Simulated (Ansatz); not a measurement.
`[CH3][Ge]([F])([F])[Cl]` + H–F → `[F][Ge]([F])([F])[Cl]` + CH₄  (ligand exchange at a Ge–C bond)

Isolated molecules relaxed with PBE0-D4/def2-TZVP in Ansatz; ΔE leaves out vibrations. CBS: MP2 limit from def2 TZ/QZ plus the TZ coupled-cluster correction, frozen cores. This one scheme is used for every species. Functionals use def2-TZVPP. For Ge outer-core shells are correlated without core-valence functions, which leaves a few kJ/mol of doubt a bond. Scalar relativity is left out up to krypton.

| level | ΔE (kJ/mol) |
| --- | --- |
| BLYP-D4 | -48.1 |
| ωB97X-V | -49.3 |
| HF/def2-SVP | -60.4 |
| MP2/def2-TZVPP | -43.1 |

Problem. What does CCSD(T)/CBS give? (Best estimate.)

Solution. Ansatz gave: -36.7 kJ/mol. The listed levels differ from it by -11.4, -12.6, -23.7, -6.4 kJ/mol.

Largest T1 diagnostic among the species: 0.012.

Leaving LDA and LC-ωPBE aside and taking each functional with its dispersion term where it has one, the values, not all of them listed here, spread over 21.3 kJ/mol, from B97M-V to PBE0-D4. LDA lies +8.7 kJ/mol from PBE without D4. At CCSD(T), def2-SVP lies −27.2 kJ/mol from the extrapolated value and def2-TZVPP −8.9 kJ/mol. From r2SCAN to r2SCAN0 (25 % exact exchange), in def2-TZVPP and without D4, ΔE moves by +4.2 kJ/mol.
